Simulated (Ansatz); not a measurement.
Consider the ligand exchange at the Sb–C bond: `[SiH3][CH2][SbH2]` + `C=C=N` → `C=C=[N][SbH2]` + `C[SiH3]`.

Gas-phase electronic energies from Ansatz, PBE0-D4/def2-TZVP geometries. CCSD(T)/CBS is the MP2 limit (def2-TZVPP, def2-QZVPP) plus CCSD(T) − MP2 in def2-TZVPP, frozen cores. This one scheme is used for every species. DFT in def2-TZVPP. B3LYP here is the variant with VWN-RPA as its local correlation; programs differ in this. def2 core potentials past Kr. For Sb outer-core shells are correlated without core-valence functions, which leaves a few kJ/mol of doubt a bond. One conformer a species, not always the lowest.

CCSD(T)/CBS gives -21.4 kJ/mol.

Problem. Another level gave -35.6 kJ/mol. Which?
A. B3LYP-D4/def2-TZVPP
B. LDA (SPW92)/def2-TZVPP
C. PBE0/def2-TZVPP
D. B3LYP/def2-TZVPP

Solution. D. B3LYP -35.6, PBE0 -25.6, B3LYP-D4 -31.4, LDA (SPW92) -18.8 kJ/mol.

Largest T1 diagnostic among the species: 0.015.

The D4 term adds +4.3 kJ/mol with B3LYP and +2.2 kJ/mol with PBE0; it sums over pairs of atoms, weighted by their polarisabilities, and B3LYP, whose exchange is more repulsive, gets the larger term. From BLYP to BHLYP (50 % exact exchange), in def2-TZVPP and without D4, ΔE moves by +4.4 kJ/mol.
